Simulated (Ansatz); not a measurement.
Steps of a relaxation of CH₃NOSn with RKS PBE-D4/def2-SVP.

```sh
$ ansatz run in.yaml --threads 2 --pin off --events-out ev --progress --plain --max-ram 4352MiB
```

```yaml
crystal:
  periodic: [false, false, false]
  atoms:
    - {symbol: N, position_ang: [-0.785000, -1.674600, -0.352200]}
    - {symbol: C, position_ang: [0.038700, -0.828900, 0.137500]}
    - {symbol: O, position_ang: [1.248100, -0.663600, 0.962200]}
    - {symbol: Sn, position_ang: [0.707600, 1.045900, 0.301500]}
    - {symbol: H, position_ang: [-1.608000, -1.261800, -0.969100]}
    - {symbol: H, position_ang: [-0.657300, 1.828900, 1.194800]}
    - {symbol: H, position_ang: [1.117100, 1.486100, -1.320400]}
basis:
  gaussian: {orbitals: def2-SVP}
hamiltonian: {xc: pbe, dispersion: d4}
relax: {f_tol: 0.03, max_steps: 200}
```

Positions (Å) and forces (eV/Å) along the path, 20 of 28 steps:

```xyz
7
step=1 energy=-10441.4287 eV
N    -0.785   -1.675   -0.352    0.133   -0.203    0.276
C     0.039   -0.829    0.138   -1.228   -0.630   -0.856
O     1.248   -0.664    0.962   -0.909   -5.207    0.102
Sn    0.708    1.046    0.301   -1.591    6.622   -1.152
H    -1.608   -1.262   -0.969    2.226   -0.458    1.562
H    -0.657    1.829    1.195    1.062   -0.228   -0.288
H     1.117    1.486   -1.320    0.307    0.104    0.356
7
step=2 energy=-10442.7558 eV
N    -0.786   -1.785   -0.317    0.124   -0.179    0.051
C    -0.044   -0.840    0.083    0.729    0.546    0.399
O     1.126   -0.718    0.895   -1.522   -1.610   -0.845
Sn    0.582    1.163    0.252   -0.216    0.736   -1.272
H    -1.554   -1.414   -0.938    0.769   -0.258    0.656
H    -0.496    1.920    1.251   -0.146    0.588    0.644
H     1.233    1.606   -1.272    0.263    0.177    0.367
7
step=5 energy=-10443.9457 eV
N    -0.753   -1.976   -0.280   -0.492    0.874   -0.437
C    -0.109   -0.930    0.034    0.792   -1.795    0.784
O     0.946   -0.712    0.741   -0.240    0.341   -0.211
Sn    0.140    1.211   -0.078    0.121    1.410   -0.108
H    -1.554   -1.694   -0.867   -0.069   -0.427   -0.006
H    -0.143    2.180    1.395    0.203   -0.253   -0.374
H     1.535    1.854   -0.990   -0.315   -0.149    0.352
7
step=6 energy=-10444.1151 eV
N    -0.758   -2.011   -0.272   -0.434    1.155   -0.451
C    -0.104   -0.971    0.040    0.337   -1.920    0.486
O     0.912   -0.660    0.702    0.004    0.317   -0.030
Sn    0.013    1.278   -0.179    0.553    1.301    0.168
H    -1.574   -1.781   -0.865    0.139   -0.354    0.139
H    -0.008    2.188    1.383   -0.086   -0.280   -0.429
H     1.579    1.888   -0.856   -0.513   -0.219    0.117
7
step=7 energy=-10444.2491 eV
N    -0.775   -2.027   -0.277   -0.175    1.199   -0.295
C    -0.088   -1.023    0.059    0.212   -1.497    0.358
O     0.906   -0.645    0.697   -0.300    0.063   -0.214
Sn   -0.014    1.344   -0.211    0.432    0.850    0.223
H    -1.595   -1.826   -0.877    0.327   -0.225    0.259
H     0.033    2.201    1.385   -0.087   -0.233   -0.403
H     1.593    1.907   -0.821   -0.408   -0.158    0.073
7
step=9 energy=-10444.5200 eV
N    -0.825   -2.079   -0.338    0.942    0.698    0.667
C    -0.004   -1.318    0.175    0.185   -0.299   -0.089
O     0.915   -0.758    0.725   -1.271   -0.508   -0.694
Sn   -0.112    1.638   -0.323    0.115   -0.057    0.150
H    -1.647   -1.859   -0.896    0.011    0.065    0.028
H     0.150    2.293    1.317   -0.092    0.054    0.073
H     1.584    2.015   -0.705    0.110    0.046   -0.137
7
step=10 energy=-10444.5645 eV
N    -0.837   -2.203   -0.341    0.528    0.530    0.248
C    -0.044   -1.396    0.129   -0.382   -0.709   -0.014
O     0.824   -0.807    0.692   -0.123    0.260   -0.216
Sn   -0.017    1.760   -0.271   -0.262   -0.267   -0.147
H    -1.677   -2.008   -0.878   -0.087    0.020   -0.077
H     0.162    2.437    1.357    0.099    0.095    0.191
H     1.650    2.148   -0.734    0.226    0.072    0.014
7
step=12 energy=-10444.5909 eV
N    -0.828   -2.232   -0.339    0.314    0.426    0.131
C    -0.068   -1.391    0.113   -0.180   -0.510    0.053
O     0.777   -0.744    0.649   -0.130    0.177   -0.182
Sn   -0.002    1.772   -0.263   -0.191   -0.150   -0.123
H    -1.686   -2.083   -0.866   -0.043   -0.022   -0.038
H     0.191    2.450    1.371    0.073    0.048    0.143
H     1.677    2.161   -0.710    0.157    0.031    0.016
7
step=13 energy=-10444.6143 eV
N    -0.817   -2.239   -0.340    0.129    0.136    0.088
C    -0.075   -1.393    0.118   -0.242   -0.126   -0.186
O     0.734   -0.669    0.604    0.006    0.048    0.016
Sn   -0.010    1.787   -0.274   -0.023   -0.011   -0.008
H    -1.689   -2.135   -0.856    0.068   -0.041    0.056
H     0.222    2.434    1.380    0.005   -0.002    0.049
H     1.696    2.147   -0.679    0.058   -0.005   -0.014
7
step=14 energy=-10444.6250 eV
N    -0.790   -2.295   -0.368   -0.142    0.119   -0.074
C    -0.109   -1.401    0.087    0.096    0.401    0.109
O     0.641   -0.597    0.560   -0.336   -0.465   -0.237
Sn    0.017    1.849   -0.269    0.070    0.083    0.030
H    -1.715   -2.269   -0.812    0.367   -0.051    0.195
H     0.271    2.466    1.403   -0.024   -0.042   -0.013
H     1.747    2.179   -0.647   -0.030   -0.044   -0.009
7
step=15 energy=-10444.6342 eV
N    -0.769   -2.314   -0.396   -0.328    0.013   -0.172
C    -0.130   -1.395    0.067    0.130    0.412    0.202
O     0.590   -0.570    0.546   -0.267   -0.384   -0.236
Sn    0.031    1.888   -0.268    0.083    0.085    0.042
H    -1.725   -2.340   -0.776    0.454   -0.030    0.198
H     0.292    2.477    1.416   -0.026   -0.046   -0.031
H     1.771    2.186   -0.634   -0.044   -0.049   -0.004
7
step=17 energy=-10444.6684 eV
N    -0.718   -2.389   -0.423   -0.081    0.062   -0.038
C    -0.233   -1.363    0.006    0.006   -0.036    0.003
O     0.381   -0.441    0.434   -0.002    0.039   -0.005
Sn    0.081    2.067   -0.248   -0.020    0.025   -0.011
H    -1.681   -2.591   -0.691    0.077   -0.042    0.035
H     0.389    2.484    1.474    0.002   -0.014    0.010
H     1.842    2.165   -0.598    0.017   -0.033    0.005
7
step=18 energy=-10444.6428 eV rejected
N    -0.657   -2.365   -0.501   -0.993    0.039    0.044
C    -0.272   -1.299   -0.049    0.016   -0.039    0.139
O     0.257   -0.320    0.383   -0.287   -0.455   -0.309
Sn    0.066    2.184   -0.267    0.392   -0.082    0.224
H    -1.639   -2.732   -0.567    1.213    0.451    0.093
H     0.445    2.424    1.488   -0.134    0.046   -0.102
H     1.862    2.041   -0.532   -0.206    0.039   -0.089
7
step=19 energy=-10444.6776 eV
N    -0.690   -2.374   -0.483   -0.097    0.032   -0.025
C    -0.258   -1.343   -0.012    0.001    0.019    0.027
O     0.307   -0.398    0.433   -0.011   -0.005   -0.034
Sn    0.087    2.114   -0.242   -0.011   -0.002    0.002
H    -1.655   -2.666   -0.637    0.105   -0.017    0.022
H     0.418    2.484    1.487    0.001   -0.003    0.005
H     1.852    2.115   -0.592    0.012   -0.023    0.004
7
step=20 energy=-10444.6792 eV
N    -0.684   -2.369   -0.490   -0.088    0.039   -0.018
C    -0.263   -1.334   -0.017    0.000    0.005    0.023
O     0.294   -0.383    0.426   -0.007   -0.017   -0.025
Sn    0.087    2.116   -0.239   -0.011    0.017   -0.005
H    -1.646   -2.678   -0.627    0.094   -0.019    0.016
H     0.422    2.481    1.490    0.002   -0.003    0.005
H     1.852    2.099   -0.589    0.010   -0.021    0.004
7
step=23 energy=-10444.6858 eV
N    -0.673   -2.312   -0.582   -0.097   -0.013    0.013
C    -0.302   -1.297   -0.032    0.006   -0.041    0.014
O     0.211   -0.338    0.445   -0.002    0.019   -0.025
Sn    0.091    2.154   -0.229    0.006    0.006    0.013
H    -1.579   -2.781   -0.562    0.091    0.029   -0.012
H     0.461    2.491    1.500   -0.003    0.006   -0.003
H     1.851    2.014   -0.585   -0.001   -0.007    0.000
7
step=24 energy=-10444.6858 eV rejected
N    -0.671   -2.325   -0.581   -0.075    0.010    0.032
C    -0.306   -1.299   -0.047    0.024    0.031    0.000
O     0.199   -0.326    0.411   -0.042   -0.058   -0.013
Sn    0.095    2.179   -0.212    0.007   -0.008   -0.035
H    -1.572   -2.802   -0.552    0.081    0.022   -0.007
H     0.468    2.523    1.514    0.021   -0.016    0.006
H     1.848    1.982   -0.579   -0.015    0.019    0.017
7
step=25 energy=-10444.6864 eV
N    -0.673   -2.318   -0.581   -0.010    0.032    0.017
C    -0.307   -1.297   -0.038    0.014   -0.011    0.006
O     0.201   -0.331    0.431   -0.013   -0.006   -0.018
Sn    0.093    2.165   -0.225    0.011    0.005    0.006
H    -1.573   -2.792   -0.557    0.004   -0.018   -0.008
H     0.469    2.499    1.503   -0.006    0.001    0.003
H     1.851    2.006   -0.579   -0.001   -0.003   -0.006
7
step=27 energy=-10444.6863 eV rejected
N    -0.669   -2.338   -0.559    0.118    0.258    0.082
C    -0.327   -1.289   -0.050   -0.076   -0.253   -0.053
O     0.161   -0.305    0.400   -0.024   -0.008   -0.038
Sn    0.105    2.203   -0.216    0.012   -0.006    0.005
H    -1.556   -2.835   -0.559   -0.021    0.008    0.010
H     0.489    2.496    1.518   -0.002    0.000   -0.004
H     1.858    2.001   -0.578   -0.007    0.002   -0.001
7
step=28 energy=-10444.6871 eV
N    -0.673   -2.319   -0.583    0.001    0.003    0.005
C    -0.326   -1.289   -0.046   -0.002   -0.005   -0.010
O     0.161   -0.307    0.411    0.001   -0.007    0.008
Sn    0.103    2.190   -0.216    0.002    0.015    0.000
H    -1.547   -2.836   -0.549    0.002    0.001    0.001
H     0.488    2.503    1.515    0.000   -0.005   -0.006
H     1.856    1.990   -0.579   -0.003   -0.001    0.002
```

Run time 37 s (2 threads of an Arm Neoverse V2 on a shared host); peak host memory 0.15 GiB.
